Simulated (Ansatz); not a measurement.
AlCl3H3N (`[NH3+][Al-]([Cl])([Cl])[Cl]`), relaxed with RKS PBE-D4/def2-SVP in Ansatz from a rough embedded geometry. The force threshold is 0.03 eV/Å; the program also tests the step.

Charge 0, multiplicity 1.

Start:

```xyz
8

N    -0.702   -0.389   -0.752
Al    0.491    0.308    0.544
Cl    0.325    2.485    0.481
Cl    0.002   -0.348    2.567
Cl    2.564   -0.299    0.098
H    -0.430   -0.133   -1.699
H    -0.610   -1.476   -0.716
H    -1.640   -0.148   -0.523
```

Question: How much energy does the relaxation release, and in how many steps? (Estimate.)

Answer: Computed: 0.57 eV, in 6 steps.

Question: Which bonds change most? (Estimate.)

Answer: Computed: N1–Al2 from 1.894 to 2.031 Å; Al2–Cl5 from 2.206 to 2.132 Å; N1–H7 from 1.092 to 1.032 Å; Al2–Cl3 from 2.185 to 2.132 Å.

Question: Give the relaxed structure. (An estimate is asked.)

Answer: The calculation gave: 
```xyz
8

N    -0.634   -0.408   -0.682
Al    0.633    0.407    0.680
Cl    0.224    2.479    0.389
Cl   -0.111   -0.480    2.470
Cl    2.499   -0.319   -0.051
H    -0.356   -0.171   -1.647
H    -0.655   -1.437   -0.611
H    -1.600   -0.071   -0.549
```
